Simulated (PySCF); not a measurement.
SiBrCl2, SMILES Cl[Si](Cl)Br, multiplicity 2. Atoms are numbered in the order given.

```xyz
4

Si    -0.5150    -0.5780     0.0000
Br     1.6311     0.0710     0.0000
Cl    -1.4671     0.1649     1.6883
Cl    -1.4671     0.1649    -1.6883
```
Charge 0, spin multiplicity 2.

Coordinates come from a B3LYP-D3(BJ)/def2-SVP optimisation.

Calculation: PBE/def2-TZVPD run with PySCF.

Gas-phase values at a fixed geometry.

Computed frontier levels, dipole moment and polarisability:
```json
{
  "α spin, highest occupied and lowest empty level": "-6.04 and -1.76 eV",
  "β spin, highest occupied and lowest empty level": "-7.69 and -4.63 eV",
  "dipole_moment": "0.54 D",
  "quadrupole, principal values (traceless, Buckingham form, about the centre of nuclear charge)": "-1.19, -0.51, 1.70 D·Å",
  "mean_static_polarisability": "82.6 bohr³ (12.24 Å³)",
  "polarisability_principal_values": "64.0, 86.9, 97.0 bohr³",
  "⟨S²⟩": "0.752 (pure state 0.75)"
}
```
